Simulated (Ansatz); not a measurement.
Cartesian coordinates in Å:
```
F -0.6655 -1.0965 -0.4335
C 0.3446 -0.9294 0.6283
B 0.7097 0.5787 0.6204
Al -0.6469 0.9710 -0.9706
H -0.1436 -1.2974 1.5354
H 1.1501 -1.6172 0.3549
H 1.5168 1.0037 1.3888
H -2.1335 1.4397 -0.6469
H -0.1317 0.9475 -2.4768
```

Charge 0, multiplicity 1.

(1) List the B3LYP/def2-TZVPP orbital energies in eV (the Gaussian-basis code of Ansatz). (Estimate.)

Answers

(1) Ansatz gave: Occupied: -1523.86, -672.49, -279.17, -183.83, -111.83, -72.57, -72.38, -72.37, -33.39, -20.06, -15.02, -14.25, -14.09, -12.23, -10.97, -10.29, -9.83, -7.86, -6.85. Lowest empty: -2.30, -0.75, 0.54, 1.28, 1.77, 1.87, 1.91, 2.31.

B3LYP here is the variant with VWN-RPA as its local correlation; programs differ in this.
